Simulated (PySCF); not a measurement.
C3H5O, SMILES CC[C]=O, multiplicity 2. Atoms are numbered in the order given.

```xyz
9

C     -1.7472    -0.1113    -0.1964
C     -0.2821    -0.4376    -0.4497
C      0.6875     0.4912     0.2465
O      1.8108     0.2795     0.5602
H     -2.4006    -0.7876    -0.7668
H     -1.9990    -0.2172     0.8699
H     -1.9773     0.9229    -0.4937
H     -0.0204    -1.4754    -0.1695
H     -0.0377    -0.3329    -1.5242
```
Charge 0, spin multiplicity 2.

The structure is a stationary point at r2SCAN-D4/def2-SVP. The isomer is the one that the SMILES or the coordinates give; other isomers of the formula were not compared. One conformer was computed; it need not be the lowest.

These are PySCF with M06-2X/def2-TZVPD values and carry that method's errors.

Mulliken values depend strongly on the basis, most of all with diffuse functions as here. ESP charges are fitted to the potential on shells at 1.4 to 2.0 van der Waals radii. Atomic charges (e):

```json
[
 {"atom": "C1", "meta-Löwdin": "-0.32", "Mulliken": "-1.07", "ESP fit": "-0.61", "Mulliken spin": "0.11"},
 {"atom": "C2", "meta-Löwdin": "-0.22", "Mulliken": "-0.15", "ESP fit": "0.30", "Mulliken spin": "0.11"},
 {"atom": "C3", "meta-Löwdin": "0.23", "Mulliken": "0.05", "ESP fit": "-0.01", "Mulliken spin": "0.68"},
 {"atom": "O4", "meta-Löwdin": "-0.29", "Mulliken": "-0.32", "ESP fit": "-0.24", "Mulliken spin": "0.22"},
 {"atom": "H5", "meta-Löwdin": "0.12", "Mulliken": "0.28", "ESP fit": "0.15", "Mulliken spin": "-0.01"},
 {"atom": "H6", "meta-Löwdin": "0.11", "Mulliken": "0.33", "ESP fit": "0.18", "Mulliken spin": "-0.03"},
 {"atom": "H7", "meta-Löwdin": "0.12", "Mulliken": "0.32", "ESP fit": "0.14", "Mulliken spin": "-0.06"},
 {"atom": "H8", "meta-Löwdin": "0.12", "Mulliken": "0.27", "ESP fit": "0.03", "Mulliken spin": "0.01"},
 {"atom": "H9", "meta-Löwdin": "0.14", "Mulliken": "0.28", "ESP fit": "0.05", "Mulliken spin": "-0.02"}
]
```
